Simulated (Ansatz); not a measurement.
`[OH][Al]([SH])[SH]` + NH₃ → `[NH2][Al]([SH])[SH]` + H₂O  (ligand exchange at the Al–O bond)

Gas-phase electronic energies from Ansatz, PBE0-D4/def2-TZVP geometries. CBS: MP2 limit from def2 TZ/QZ plus the TZ coupled-cluster correction, frozen cores. This one scheme is used for every species. Functionals use def2-TZVPP. Each species was taken in one conformer, which may not be the lowest.

```csv
level,ΔE (kJ/mol)
BLYP-D4,47.5
r2SCAN0-D4,45.8
ωB97X-V,45.7
BLYP,50.7
HF/def2-SVP,46.7
MP2/def2-TZVPP,45.4
SCS-MP2/def2-QZVPP,45.5
MP2/CBS(def2),43.4
```

Task: What does CCSD(T)/CBS give? (Estimate.)

Result: The calculation gave: +43.5 kJ/mol. The listed levels differ from it by 4.0, 2.3, 2.2, 7.2, 3.2, 1.9, 2.0, -0.1 kJ/mol.

Largest T1 diagnostic among the species: 0.012.

In def2-TZVPP, CCSD(T) changes the Hartree–Fock value by −3.8 kJ/mol (the triples alone add −0.2 kJ/mol) and MP2 by −3.9 kJ/mol. Leaving LDA and LC-ωPBE aside and taking each functional with its dispersion term where it has one, the values, not all of them listed here, spread over 6.5 kJ/mol, from HSE06-D4 to B97M-V. LDA lies −3.0 kJ/mol from PBE without D4.
